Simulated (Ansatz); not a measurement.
System: sum formula SiNH$_{4}$, charge 0, multiplicity 2. It need not be the lowest isomer of its formula. 
Structure (B3LYP-D3(BJ)/def2-TZVP (Ansatz, a first-principles code) minimum search):
```
Si
N 1 1.7545
H 2 1.0233 1 112.94
H 1 1.4766 2 109.05 3 -171.64
H 1 1.4867 4 109.54 2 -122.57
H 1 1.4875 4 109.53 5 -119.05
```
Charge 0, spin multiplicity 2.

Parts of the frozen-core correlation energy in def2-TZVPPD (Ansatz, hartree). Frozen orbitals: 6; correlated occupied orbitals by spin: 7 and 6; virtual: 140 and 141. UHF or UKS for open shells. Spin-orbit coupling is left out. No relativistic terms.

```
term                            value
-------------------------  ----------
reference (HF)             -345.71217
MP2 opposite-spin                 [?]
MP2 same-spin                -0.05729
CCSD correlation                  [?]
(T)                               [?]
T1 diagnostic                   0.015
largest doubles amplitude       0.013
<S^2> of the reference          0.760
```

Task: Some entries are withheld; supply them.

Result: 
- MP2 opposite-spin, value: -0.24600
- CCSD correlation, value: -0.34051
- (T), value: -0.01084
